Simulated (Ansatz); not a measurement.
Cost and result up the ladder for Si₄O₄ (8 atoms). Total charge 0; singlet. Geometry: B3LYP-D4/def2-SVP.

Cartesian coordinates in Å:
```
Si -2.434 -0.427 0.577
Si 1.739 -0.955 0.406
Si -0.107 1.265 -0.356
Si -0.028 -1.029 -1.247
O -1.396 -1.443 -0.334
O 3.148 -1.018 0.992
O -1.538 1.001 0.495
O 0.616 2.605 -0.532
```

Ansatz on 4 threads of Arm Neoverse V2 on a shared host. Times are rough, and most runs start from the orbitals of an earlier one. CAM-B3LYP-D4/def2-TZVP serves as the yardstick here, not as an exact answer. Differences are given only for rows in sets of like size (and for xTB, whose basis is part of the method), since another set adds its own error. Binding counts from free atoms at the same level (Si triplet, O triplet; other spins of the atoms weren't run), without zero-point energy or a counterpoise term.

Correlated methods freeze 24 core orbitals. The rows differ in basis, and correlated rows in double-zeta sets carry the largest basis error. Another isomer (singlet) lies 3.16 eV lower at PBE0-D4/def2-TZVP; other spin states weren't run for this one.

Correlated methods converge slowly with the basis, most of all in double-zeta sets.

```tsv
level	functions	wall time
BLYP-D4/def2-TZVP	272	3.1 s
PBE-D4/def2-TZVP (with forces)	272	4 s
PBE0-D4/def2-TZVP	272	6 s
CAM-B3LYP-D4/def2-TZVP	272	6.5 s
r2SCAN-D4/def2-TZVP	272	7.5 s
CCSD(T)/def2-SVP	128	12 s
```

Problem. Estimate what each level gives for the binding energy per atom (eV).

Solution. 
| level | binding energy per atom (eV) | difference from CAM-B3LYP-D4/def2-TZVP (eV) | remarks |
| --- | --- | --- | --- |
| BLYP-D4/def2-TZVP | 4.67 | 0.16 | – |
| PBE-D4/def2-TZVP (with forces) | 4.77 | 0.26 | – |
| PBE0-D4/def2-TZVP | 4.49 | -0.02 | – |
| CAM-B3LYP-D4/def2-TZVP | 4.51 | 0.00 | – |
| r2SCAN-D4/def2-TZVP | 4.59 | 0.08 | – |
| CCSD(T)/def2-SVP | 3.98 | – | large T1 (0.026) |
